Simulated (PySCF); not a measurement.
Radial density of Ne (neon, neutral)

UHF, [Ne], closed-shell 1S. Computed with PySCF 2.14 in Sapporo-DZP-2012 (4s3p1d, 18 functions), with the spin-free X2C one-electron Hamiltonian (Gaussian nucleus).

```
r (bohr)  4πr²ρ (e/bohr)
 0.00301         0.06591
 0.00507          0.1818
 0.00853          0.4835
  0.0143           1.211
  0.0241           2.826
  0.0406           5.754
  0.0683           9.450
   0.115           10.82
   0.193           7.532
   0.325           5.124
   0.546           7.664
   0.919           6.584
    1.55           2.019
    2.60          0.1875
    4.37       3.239e-05
```

Densities and radii are taken from the X2C orbitals without a picture-change correction, which distorts them close to the nucleus.
